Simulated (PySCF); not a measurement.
Here is a job for PySCF.
```python
from pyscf import gto, scf, dft

mol = gto.M(
    atom='''
F     2.288008   -0.251312   -0.037840
B     1.014821   -0.125523    0.086145
B    -0.536573    0.058266    0.013782
F    -1.153281    1.246682    0.141706
F    -1.400421   -0.958005   -0.159381
''',
    basis='def2-svp',
    charge=0,
    spin=1,
    verbose=4,
)

mf = dft.UKS(mol)
mf.xc = 'm062x'
mf.kernel()
mf.analyze()
```

Problem. Give the <S^2> at the level M062X/def2-SVP (PySCF).

Solution. 0.753

Problem. Predict the HOMO energy from M062X/def2-SVP.

Solution. -6.84 eV

Problem. What is the computed dipole moment (M062X/def2-SVP)?

Solution. 2.21 D

These values belong to the state on which the SCF converged, which isn't shown to be the lowest.
